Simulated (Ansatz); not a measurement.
`[F][Ga]([F])[SeH]` + HBr → `[F][Ga]([F])[Br]` + H₂Se at 500 K and 1 bar (ligand exchange at a Ga–Se bond).

Gas-phase electronic energies from Ansatz, PBE0-D4/def2-TZVP geometries. CCSD(T)/CBS is the MP2 limit (def2-TZVPP, def2-QZVPP) plus CCSD(T) − MP2 in def2-TZVPP, frozen cores. For Br, Ga, Se outer-core shells are correlated without core-valence functions, which leaves a few kJ/mol of doubt a bond. Scalar relativity is left out up to krypton. One conformer a species, not always the lowest.

```tsv
species	CCSD(T)/CBS energy (Eh)	H − E (kJ/mol)	S (J/(mol·K))
`[F][Ga]([F])[SeH]`	-4524.95394	68.9	387.3
HBr	-2573.91920	30.5	213.7
`[F][Ga]([F])[Br]`	-4696.97905	44.9	362.7
H₂Se	-2401.89790	53.1	237.8
```

H − E and S are ideal-gas, rigid-rotor, harmonic terms from PBE0-D4/def2-TZVP, for one conformer and one mirror image of each species. 1 Eh = 2625.50 kJ/mol, R = 8.31446 J/(mol·K).

Task: By hand: ΔE, ΔH, ΔS and ΔG.

Result: ΔE = (-4696.97905) + (-2401.89790) − (-4524.95394) − (-2573.91920) = -0.00381 Eh = -10.0 kJ/mol. Δ(H − E) = 44.9 + 53.1 − 68.9 − 30.5 = -1.4, so ΔH = -11.4 kJ/mol. ΔS = 362.7 + 237.8 − 387.3 − 213.7 = -0.5 J/(mol·K). ΔG = -11.4 − 500 × (-0.5)/1000 = -11.2 kJ/mol.

Task: By hand: the equilibrium constant, and the temperature at which ΔG would vanish if ΔH and ΔS stayed fixed.

Result: log₁₀ K = −ΔG/(RT ln 10) = 1.2. ΔG = 0 at ΔH/ΔS = 22800 K, far beyond where these terms or the molecules hold.

The number of gas molecules stays the same, so ΔS is small and ΔH decides. A doubt of 5 kJ/mol in ΔE shifts log₁₀ K by 0.5 here. Other conformers and mirror images would add mixing entropy, several J/(mol·K) or more a flexible species. These are equilibria of isolated gas molecules and say nothing of rates. Largest T1 diagnostic: 0.013 (customary marks: 0.02 for closed shells, 0.045 for open ones).
